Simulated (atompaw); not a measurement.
**What one change does to a pseudopotential (sulfur, PAW (atompaw))**

```
Element                 : sulfur (S)
Generator               : atompaw 4.2.0.5
Type                    : PAW
Functional              : LDA (PW92)
Relativity              : scalar-relativistic
Frozen core             : [Ne]
Valence charge          : 6
Reference configuration : 3s2 3p4
Partial waves           : 3s (bound): rc 1.35 bohr; 3s channel at 3.25 Ry: rc 1.35 bohr; 3p (bound): rc 1.35 bohr; 3p channel at 3.1 Ry: rc 1.35 bohr; 3d channel at 0.45 Ry: rc 1.35 bohr; 3d channel at 2.95 Ry: rc 1.35 bohr
Local potential         : troulliermartins scheme with l = 3 at 1 Ry, radius 1.10 bohr
Core correction         : smooth core density matched at 0.85 bohr
Augmentation charge     : sinc compensation charge, radius 1.25 bohr; PAW radius 1.35 bohr; waves and projectors: custom polynom vanderbiltortho
```

Change: wave 3p (bound): rc 1.35 bohr becomes 3p (bound): rc 1.30 bohr.

Cutoffs: the cutoffs (Ry, on a coarse ladder) from which the occupation-weighted sum of valence levels, in a spherical-Bessel basis at the reference potential, stays within 10 and 1 mRy of its value at 400 Ry; they do not see the model core or the augmentation charge, which bear on the density cutoff.

**Question.** What does the change do?

**Answer.** The potential gets harder (30 Ry and 50 Ry → 35 Ry and 55 Ry); the bound ghosts move from s to p, s; the range in which the p phases agree widens (upper end 1.4 → at the end of the scan).

```csv
quantity,base,changed
"cutoff, loose",30 Ry,35 Ry
"cutoff, tight",50 Ry,55 Ry
loose cutoff by channel (10 mRy a level),"s 30 Ry, p 10 Ry","s 30 Ry, p 30 Ry"
bound ghosts,s,"p, s"
s: phases at 1.36 bohr within 0.05 rad from the reference energy up to (Ry; the scan ends near 5),to the end of the scan,to the end of the scan
p: phases at 1.36 bohr within 0.05 rad from the reference energy up to (Ry; the scan ends near 5),1.4,to the end of the scan
d: phases at 1.36 bohr within 0.05 rad from the reference energy up to (Ry; the scan ends near 5),to the end of the scan,to the end of the scan
lowest overlap eigenvalue by channel,"s 0.19, p 0.64, d 0.96","s 0.19, p 0.52, d 0.96"
```

 A true bound ghost makes a file unfit for plane-wave use even where its test errors are small: the radial tests pick states by their node count and pass the ghost by. The cutoffs see the waves, projectors and local potential, not the compensation charge or the core.
